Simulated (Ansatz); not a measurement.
Mulliken charges of C$_{2}$H$_{5}$GaOS (`C1C[S][GaH][O]1`) from PBE/def2-TZVPP in Ansatz (PBE0-D4/def2-TZVP geometry).

| atom | x (Å) | y (Å) | z (Å) | charge (e) |
| --- | --- | --- | --- | --- |
| C1 | -0.704 | 0.621 | 0.371 | 0.019 |
| C2 | -0.329 | -0.816 | 0.716 | -0.101 |
| S3 | 1.412 | -1.194 | 0.268 | -0.219 |
| Ga4 | 1.268 | 0.245 | -1.369 | 0.279 |
| O5 | -0.304 | 0.999 | -0.923 | -0.333 |
| H6 | -1.794 | 0.720 | 0.441 | 0.070 |
| H7 | -0.258 | 1.295 | 1.116 | 0.062 |
| H8 | -0.435 | -0.989 | 1.788 | 0.093 |
| H9 | -0.970 | -1.523 | 0.186 | 0.109 |
| H10 | 2.113 | 0.641 | -2.596 | 0.020 |

Question: By hand: the dipole of these point charges (1 e Å = 4.8032 D).

Answer: Σ q r = (-0.080, -0.023, 0.036) e Å, of length 0.091 e Å = 0.44 D.

Question: How does the dipole of the full density compare? (Estimate.)

Answer: Computed: (-0.071, -0.007, 0.041) e Å, 0.40 D; the point charges give 1.10 times that, at 11° from its direction.

Point charges leave out the atoms' own dipoles, such as those of lone pairs, and Mulliken's split depends on the basis, so the close match here is no proof of good charges.
